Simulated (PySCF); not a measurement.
A structure optimised at r2SCAN-D4/def2-SVP, used in a PySCF frequency run:

```xyz
13

N     -0.5450    -3.6323     0.0000
C      0.0267    -2.6200     0.0000
C      0.7066    -1.3326     0.0000
C     -0.2728    -0.1562     0.0000
O      0.4896     1.0261     0.0000
Si    -0.1865     2.5577     0.0000
H      1.3586    -1.2602    -0.8865
H      1.3586    -1.2602     0.8865
H     -0.9258    -0.2180     0.8928
H     -0.9258    -0.2180    -0.8928
H     -1.0365     2.7547     1.2144
H     -1.0365     2.7547    -1.2144
H      0.9537     3.5088     0.0000
```
Charge 0, spin multiplicity 1.

### Question
Write its SMILES, formula and point group.

### Answer
N#CCCO[SiH3], C3H7NOSi, Cs

### Question
What are its rotational constants (standard atomic weights)?

### Answer
16.564, 0.96017, 0.92811 GHz
